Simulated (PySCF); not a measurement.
C6H13FOS.
Structure used (PBE0-D3(BJ)/def2-SVP), in Å, numbered top down from 1:
```
atom  x, y, z in Å
C1     2.2630   -1.2115   -0.6210
C2     1.5268   -0.2813    0.3289
C3     0.0685   -0.0403   -0.0519
C4    -0.5855    1.1214    0.6824
C5    -0.0907    2.4832    0.2188
S6    -0.8603   -1.6002    0.3247
O7    -1.5502   -1.4278    1.6527
C8    -2.2205   -1.3421   -0.8877
F9    -1.7490   -1.3209   -2.1597
H10    2.3139   -0.7836   -1.6348
H11    3.2929   -1.3967   -0.2822
H12    1.7568   -2.1865   -0.6971
H13    1.5556   -0.6776    1.3600
H14    2.0410    0.6926    0.3710
H15   -0.0217    0.0781   -1.1471
H16   -1.6794    1.0722    0.5595
H17   -0.4184    0.9860    1.7623
H18   -0.3083    2.6477   -0.8487
H19   -0.5801    3.2886    0.7865
H20    0.9948    2.6014    0.3575
H21   -2.9104   -2.1871   -0.7359
H22   -2.7211   -0.3938   -0.6313
```

The calculation used PBE0-D3(BJ)/def2-SVP geometry optimisation, gas phase (PySCF).

Masses are those of the commonest isotopes; rigid-rotor values at the optimised geometry. The values belong to one conformer with, in the numbering `[CH3:1][CH2:2][CH:3]([CH2:4][CH3:5])[S@@:6](=[O:7])[CH2:8][F:9]`, C1–C2–C3–C4 -166°, C2–C3–C4–C5 72°, C2–C3–S6–O7 99°, C3–S6–C8–F9 63°.

(1) What are A, B and C (MHz)?

(2) What kind of rotor is it?

(3) Is it planar, by Δ = Ic − Ia − Ib?

(4) Give the other two planar moments, Paa and Pbb, and the rms extents of the mass along the axes.

(5) Where do the levels up to J = 2 lie, in MHz?

(6) Which types of transition are allowed, and where do some lines up to J = 4 fall?

Results:

(1) Ia = 369.34, Ib = 509.09, Ic = 569.26 u·Å²; 505379 MHz·u·Å²/I gives A = 1368, B = 992.7, C = 887.8 MHz.

(2) An asymmetric top. Ray's parameter κ = (2B − A − C)/(A − C) = -0.563; −1 is the prolate and +1 the oblate limit.

(3) Not planar: Δ = Ic − Ia − Ib = -309.17 u·Å². For a rigid frame Δ = −2 Σ m c², so Σ m c² = 154.59 u·Å² lies off the ab plane: 11.33 from hydrogen and 143.26 from heavier atoms. The atom farthest from that plane is 1.91 Å away.

(4) Paa = Σ m a² = (Ib + Ic − Ia)/2 = 354.51 and Pbb = Σ m b² = (Ia + Ic − Ib)/2 = 214.75 u·Å². With the mass M = 152.07 u, the rms extents √(P/M) along a, b and c are 1.53, 1.19, 1.01 Å.

(5) Above 0(0,0):
J = 1: 1(0,1) 1880, 1(1,1) 2256, 1(1,0) 2361
J = 2: 2(0,2) 5622, 2(1,2) 5912, 2(1,1) 6227, 2(2,1) 7354, 2(2,0) 7373
Those of J = 1 are B + C, A + C and A + B.

(6) The dipole components are |μa| = 1.06 D, |μb| = 0.15 D, |μc| = 2.27 D. Intensities carry the squares of the components, which stand as 0.22 : 0.00 : 1.00 (a : b : c). Some lines, for components of 0.1 D or more:

```json
{"type": "b", "branch": "Q", "J(Ka,Kc)": "3(2,1) ← 3(1,2)", "MHz": "1074", "lower level (cm⁻¹)": "0.401"}
{"type": "b", "branch": "R", "J(Ka,Kc)": "2(2,0) ← 1(1,1)", "MHz": "5117", "lower level (cm⁻¹)": "0.075"}
{"type": "a", "branch": "R", "J(Ka,Kc)": "3(1,3) ← 2(1,2)", "MHz": "5473", "lower level (cm⁻¹)": "0.197"}
{"type": "a", "branch": "R", "J(Ka,Kc)": "3(1,2) ← 2(1,1)", "MHz": "5786", "lower level (cm⁻¹)": "0.208"}
{"type": "c", "branch": "R", "J(Ka,Kc)": "3(2,1) ← 2(1,1)", "MHz": "6860", "lower level (cm⁻¹)": "0.208"}
{"type": "a", "branch": "R", "J(Ka,Kc)": "4(2,3) ← 3(2,2)", "MHz": "7507", "lower level (cm⁻¹)": "0.433"}
{"type": "a", "branch": "R", "J(Ka,Kc)": "4(3,2) ← 3(3,1)", "MHz": "7554", "lower level (cm⁻¹)": "0.505"}
{"type": "a", "branch": "R", "J(Ka,Kc)": "4(2,2) ← 3(2,1)", "MHz": "7669", "lower level (cm⁻¹)": "0.437"}
{"type": "a", "branch": "R", "J(Ka,Kc)": "4(1,3) ← 3(1,2)", "MHz": "7686", "lower level (cm⁻¹)": "0.401"}
{"type": "c", "branch": "R", "J(Ka,Kc)": "4(1,3) ← 3(0,3)", "MHz": "8508", "lower level (cm⁻¹)": "0.373"}
{"type": "c", "branch": "R", "J(Ka,Kc)": "4(3,1) ← 3(2,1)", "MHz": "9629", "lower level (cm⁻¹)": "0.437"}
{"type": "b", "branch": "R", "J(Ka,Kc)": "4(4,0) ← 3(3,1)", "MHz": "10523", "lower level (cm⁻¹)": "0.505"}
```

No PBE0-D3(BJ)/def2-SVP frequencies stand behind this structure, so it isn't proved a minimum. Constants of a rigid frame at the computed geometry: no zero-point averaging, no centrifugal distortion. A rigid rotor knows nothing of internal rotation, which can split or shift real lines.
